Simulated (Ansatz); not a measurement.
Sb(Me)3 (C3H9Sb), SMILES [CH3][Sb]([CH3])[CH3].

Geometry optimised at B3LYP-D3(BJ)/def2-SVP. The isomer is the one that the SMILES or the coordinates give; other isomers of the formula were not compared. The def2 effective core potentials stand for the cores of Sb; spin–orbit coupling is left out.

Two levels are set side by side: PBE/def2-TZVPD (Ansatz, a program for electronic structure) and CAM-B3LYP/def2-TZVPD (Ansatz). Energy differences of separate SCF runs at the same geometry; the states with an electron removed or added have multiplicity 2 and 2. Differences are taken from unrounded values.

```
quantity                           CAM-B3LYP
---------------------------------  ---------
vertical ionisation energy (eV)         8.53
vertical singlet–triplet gap (eV)       4.70
```

Task: What does PBE give, and how far is it from CAM-B3LYP? (An estimate is asked for; the answer gives what the named calculation found.)

Result: 
```
quantity                            PBE  PBE minus CAM-B3LYP
---------------------------------  ----  -------------------
vertical ionisation energy (eV)    8.32                -0.21
vertical singlet–triplet gap (eV)  4.45                -0.26
```
